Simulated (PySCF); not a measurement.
The vertical singlet excitations below were computed for one of the candidates. Method: PySCF, TDDFT PBE0/def2-SVPD, vertical, gas phase, core orbitals frozen in the response. Geometries: PBE0-D3(BJ)/def2-SVP, one conformer each. Relativistic effects are left out although some hold elements past zinc.

| state | E (eV) | λ (nm) | f |
| --- | --- | --- | --- |
| S1 | 5.91 | 209.8 | 0.0069 |
| S2 | 6.32 | 196.1 | 0.021 |
| S3 | 6.96 | 178.2 | 0.053 |
| S4 | 7.04 | 176.1 | 0.014 |
| S5 | 7.20 | 172.1 | 0.028 |
| S6 | 7.43 | 166.9 | 0.011 |
| S7 | 7.73 | 160.3 | 0.043 |
| S8 | 7.87 | 157.5 | 0.025 |
| S9 | 8.03 | 154.4 | 0.031 |
| S10 | 8.09 | 153.2 | 0.0078 |

Orbital energies (eV): HOMO-3 -9.31, HOMO-2 -8.92, HOMO-1 -8.67, HOMO -6.98, LUMO 0.23, LUMO+1 0.45, LUMO+2 1.01.

Question: Which structure fits? All have the formula C2H11GeNSi.
A. `CN(C)[SiH2][GeH3]`
B. `CC[N]([SiH3])[GeH3]`
C. `C[SiH](C)[NH][GeH3]`

Answer: C. Its S1, at 5.91 eV, is the highest among the candidates; the nearest of the others has S1 at 5.57 eV. S1 is HOMO→LUMO (90%). Löwdin shares by element: HOMO nitrogen 53%, silicon 11%, germanium 9%, hydrogen 8% or more (atoms not listed hold the other 19%); LUMO germanium 31%, hydrogen 19% or more, silicon 12% (atoms not listed hold the other 38%). At the same level the other candidates give, for their lowest levels:
- `CN(C)[SiH2][GeH3]`: 5.20 eV (f 0.005); 5.69 eV (f 0.022); 5.93 eV (f 0.045); 6.08 eV (f 0.013); 6.56 eV (f 0.001); T1 4.96 eV; HOMO -6.39, LUMO 0.11 eV
- `CC[N]([SiH3])[GeH3]`: 5.57 eV (f 0.002); 6.07 eV (f 0.029); 6.28 eV (f 0.004); 6.74 eV (f 0.009); 6.90 eV (f 0.002); T1 5.24 eV; HOMO -6.77, LUMO 0.11 eV

The values belong to the conformer `[CH3:1][SiH:2]([CH3:3])[NH:4][GeH3:5]`: C1–Si2–N4–Ge5 -146°.
Triplets come from the Tamm–Dancoff approximation.

Without π bonds the low states are Rydberg-like; a valence basis with one diffuse set may place them up to an eV too high.
